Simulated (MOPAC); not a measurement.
Job for MOPAC: AM1 on ClH2NSi (SMILES N[Si]Cl), a point of a torsion scan.

```
AM1 1SCF PRECISE CHARGE=0 THREADS=1
ClH2NSi

N     -0.77760418 1    -0.07972627 1     0.17960661 1
Si     0.77524128 1    -0.69762882 1     0.62052287 1
Cl     1.83687533 1    -0.69465250 1    -1.20364789 1
H     -0.93360709 1     0.91747513 1     0.22602292 1
H     -1.18538964 1    -0.42022165 1    -0.68621825 1
```

It printed:

```
*******************************************************************************
 **                                                                           **
 **                              MOPAC v23.2.5                                **
 **                                                                           **
 *******************************************************************************
 ** MOPAC's Digital Object Identifier: https://doi.org/10.5281/zenodo.6511958 **
 **                                                                           **
 ** Please cite the open-source release paper for use of this MOPAC version:  **
 ** J. E. Moussa and J. J. P. Stewart (2026)                                  **
 ** MOPAC: An open-source semiempirical molecular orbital program             **
 ** J. Open Source Softw., 11(119), 8025, https://doi.org/10.21105/joss.08025 **
 *******************************************************************************

                              AM1 CALCULATION RESULTS

 *******************************************************************************
 *  AM1        - The AM1 Hamiltonian to be used
 *
 *
 *
 *                 CHARGE ON SYSTEM = 0
 *
 *
 *
 *  PRECISE    - TIGHTER CRITERIA TO BE USED
 *  1SCF       - DO 1 SCF AND THEN STOP
 *  THREADS=1  - MULTI-THREADING NOT USED
 *  T=         - A TIME OF 172800.0 SECONDS REQUESTED
 *  DUMP=N     - RESTART FILE WRITTEN EVERY 7200.0 SECONDS REQUESTED
 *******************************************************************************
AM1 1SCF PRECISE CHARGE=0 THREADS=1
 ClH2NSi

   ATOM   CHEMICAL          X               Y               Z
  NUMBER   SYMBOL      (ANGSTROMS)     (ANGSTROMS)     (ANGSTROMS)

     1       N         -0.77760418  *  -0.07972627  *   0.17960661  *
     2      Si          0.77524128  *  -0.69762882  *   0.62052287  *
     3      Cl          1.83687533  *  -0.69465250  *  -1.20364789  *
     4       H         -0.93360709  *   0.91747513  *   0.22602292  *
     5       H         -1.18538964  *  -0.42022165  *  -0.68621825  *



          CARTESIAN COORDINATES

    NO.       ATOM           X           Y           Z

     1         N         -0.7776     -0.0797      0.1796
     2        Si          0.7752     -0.6976      0.6205
     3        Cl          1.8369     -0.6947     -1.2036
     4         H         -0.9336      0.9175      0.2260
     5         H         -1.1854     -0.4202     -0.6862

  H: (AM1): M.J.S. DEWAR ET AL, J. AM. CHEM. SOC. 107 3902-3909 (1985)
  N: (AM1): M.J.S. DEWAR ET AL, J. AM. CHEM. SOC. 107 3902-3909 (1985)
 Si: (AM1): M.J.S.DEWAR, C. JIE, ORGANOMETALLICS, 6, 1486-1490 (1987).
 Cl: (AM1): M.J.S. DEWAR AND E. G. ZOEBISCH, THEOCHEM, 180, 1 (1988).

           Empirical Formula: H2 N Si Cl  =     5 atoms



      MOLECULAR POINT GROUP   :   C1


      RHF CALCULATION, NO. OF DOUBLY OCCUPIED LEVELS = 9


 -------------------------------------------------------------------------------
 AM1 1SCF PRECISE CHARGE=0 THREADS=1
 ClH2NSi



     1SCF WAS SPECIFIED, SO BFGS WAS NOT USED
     SCF FIELD WAS ACHIEVED


                              AM1 CALCULATION
                                                       MOPAC v23.2.5 Linux




          FINAL HEAT OF FORMATION =        -24.60228 KCAL/MOL =    -102.93594 KJ/MOL


          COSMO AREA              =        106.36 SQUARE ANGSTROMS
          COSMO VOLUME            =         94.94 CUBIC ANGSTROMS

          IONIZATION POTENTIAL    =          8.124596 EV
          HOMO LUMO ENERGIES (EV) =         -8.125 -1.169
          NO. OF FILLED LEVELS    =          9
          MOLECULAR WEIGHT        =         79.5610         POINT GROUP:  C1

          MOLECULAR DIMENSIONS (Angstroms)

            Atom       Atom       Distance
            H     4   Cl     3     3.50977
            H     5   Si     2     2.07910
            H     4   Si     2     0.96483


          SCF CALCULATIONS        =          1





   ATOM   CHEMICAL          X               Y               Z
  NUMBER   SYMBOL      (ANGSTROMS)     (ANGSTROMS)     (ANGSTROMS)

     1       N         -0.77760418  *  -0.07972627  *   0.17960661  *
     2      Si          0.77524128  *  -0.69762882  *   0.62052287  *
     3      Cl          1.83687533  *  -0.69465250  *  -1.20364789  *
     4       H         -0.93360709  *   0.91747513  *   0.22602292  *
     5       H         -1.18538964  *  -0.42022165  *  -0.68621825  *

                             CARTESIAN COORDINATES

   1    N       -0.777604180    -0.079726270     0.179606610
   2   Si        0.775241280    -0.697628820     0.620522870
   3   Cl        1.836875330    -0.694652500    -1.203647890
   4    H       -0.933607090     0.917475130     0.226022920
   5    H       -1.185389640    -0.420221650    -0.686218250


           Empirical Formula: H2 N Si Cl  =     5 atoms



      MOLECULAR POINT GROUP   :   C1


                  EIGENVALUES
 -36.16228 -32.67051 -16.91181 -16.18335 -14.60762 -12.48721 -12.31846 -10.87536
  -8.12460  -1.16918   0.39729   1.82805   4.64221   5.30654


              NET ATOMIC CHARGES AND DIPOLE CONTRIBUTIONS

  ATOM NO.   TYPE          CHARGE      No. of ELECS.   s-Pop       p-Pop
    1          N          -0.698351        5.6984     1.56467     4.13368
    2         Si           0.754149        3.2459     1.55088     1.69497
    3         Cl          -0.416414        7.4164     1.98075     5.43566
    4          H           0.191006        0.8090     0.80899
    5          H           0.169610        0.8304     0.83039
 DIPOLE           X         Y         Z       TOTAL
 POINT-CHG.    -0.080    -0.371     3.701     3.720
 HYBRID        -2.002     1.335    -3.625     4.351
 SUM           -2.082     0.964     0.076     2.295


          ATOMIC ORBITAL ELECTRON POPULATIONS

     Atom    s        px        py        pz
    1  N   1.56467   1.50786   1.19992   1.42590
    2 Si   1.55088   0.54686   0.28805   0.86006
    3 Cl   1.98075   1.85628   1.90206   1.67732
    4  H   0.80899
    5  H   0.83039

 **********************
 *                    *
 * JOB ENDED NORMALLY *
 *                    *
 **********************




 == MOPAC DONE ==
```

The run finished.

Cost: very roughly 0.04 core-seconds.
